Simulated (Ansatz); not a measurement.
Ansatz results at the PBE0-D4/def2-TZVP geometry: HOMO–LUMO gap (PBE0/def2-TZVPP) 5.77 eV; HOMO–LUMO gap (ωB97M-V/def2-TZVPP) 9.76 eV; HOMO–LUMO gap (PBE/def2-TZVPP) 3.65 eV.

Each molecule was computed in one conformer, which needn't be the lowest.

Problem. Which molecule gave them?
A. `OCS[SiH2]S`
B. `BC[CH2][ZnH]`
C. `C[B](C)[ZnH]`
D. `N=C1NB1F`

Solution. B. The others give `OCS[SiH2]S`: 7.18, 11.19, 5.04; `C[B](C)[ZnH]`: 4.84, 8.68, 2.91; `N=C1NB1F`: 6.99, 11.44, 4.53.
